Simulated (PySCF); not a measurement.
# Al²⁺: ionisation energy

Al²⁺ [Ne] 3s1 (2S) → Al³⁺ [Ne] (1S), as a difference of total energies. Calculation: PySCF 2.14, in pcseg-2; no relativity, point nucleus. The calculations carry no spin-orbit coupling.

| method | ionisation energy (eV) | error (eV) |
| --- | --- | --- |
| UHF | 28.020 | -0.428 |
| TPSS | 28.492 | +0.044 |
| LDA | 28.807 | +0.359 |

Reference: 28.448 eV (measured; NIST Atomic Spectra Database, ionization energies).
